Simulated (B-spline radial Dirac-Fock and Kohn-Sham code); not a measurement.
## Pb: computed levels beside tabulated edges

These are calculated numbers from a B-spline atomic structure program; the model is Dirac-Fock ΔSCF + Breit + QED. Electron correlation is not included.

Two models are given for 1s2 2s2 2p6 3s2 3p6 3d10 4s2 4p6 4d10 4f14 5s2 5p6 5d10 6s2 6p2. In the first the electron is removed to infinity. In the second it is placed in the 6p shell, so that the atom stays neutral; this mimics a hole screened by valence charge, or the onset of absorption below the ionisation limit. The tabulated edges (Elam, Ravel and Sieber, Radiat. Phys. Chem. 63, 121 (2002)) refer to the element in its standard state, with the Fermi level as zero for a metal.

```tsv
level	ionised (eV)	screened (eV)	tabulated (eV)	ionised − table	screened − table
K (1s)	88006.4	87999.0	88005.0	+1.4	-6.0
L1 (2s)	15874.3	15867.0	15861.0	+13.3	+6.0
L2 (2p1/2)	15206.2	15198.8	15200.0	+6.2	-1.2
L3 (2p3/2)	13041.8	13034.4	13035.0	+6.8	-0.6
M1 (3s)	3864.9	3857.6	3851.0	+13.9	+6.6
M2 (3p1/2)	3566.5	3559.1	3554.0	+12.5	+5.1
M3 (3p3/2)	3078.5	3071.2	3066.0	+12.5	+5.2
M4 (3d3/2)	2593.8	2586.4	2586.0	+7.8	+0.4
M5 (3d5/2)	2491.7	2484.3	2484.0	+7.7	+0.3
N1 (4s)	906.5	899.2	891.8	+14.7	+7.4
N2 (4p1/2)	777.0	769.7	761.9	+15.1	+7.8
N3 (4p3/2)	656.8	649.5	643.5	+13.3	+6.0
N4 (4d3/2)	445.9	438.6	434.3	+11.6	+4.3
N5 (4d5/2)	423.5	416.2	412.2	+11.3	+4.0
N6 (4f5/2)	148.3	141.0	141.7	+6.6	-0.7
N7 (4f7/2)	143.4	136.1	136.9	+6.5	-0.8
O1 (5s)	161.4	154.1	147.0	+14.4	+7.1
O3 (5p3/2)	93.33	86.02	83.30	+10.0	+2.7
O4 (5d3/2)	27.71	20.46	20.70	+7.0	-0.2
O5 (5d5/2)	25.15	17.89	18.10	+7.1	-0.2
```

The screened model lies closer: the mean absolute deviations are 10.0 eV (ionised) and 3.6 eV (screened). Screening lowers the levels by 7.3 eV on average.
